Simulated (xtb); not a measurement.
C2H4F2Si2, SMILES C#C[Si@H](F)[SiH2]F. All values are semi-empirical tight-binding results from xtb (GFN2-xTB unless named), good for trends rather than for accurate numbers. Geometry: GFN2-xTB. The structure was generated by enumeration; whether it is a known compound was not checked. The values are those of a single conformer.

- orbital gap: 4.20 eV
- dipole moment: 2.33 D
- zero-point energy: 30.6 kcal/mol
- G − E(el) at 298.15 K (modified RRHO): 8.8 kcal/mol
- static polarisability (D4 model): 79.4 bohr³
- solvation energy, GFN2-xTB/ALPB(water): -1.2 kcal/mol
- solvation energy, GFN2-xTB/ALPB(octanol): -3.8 kcal/mol
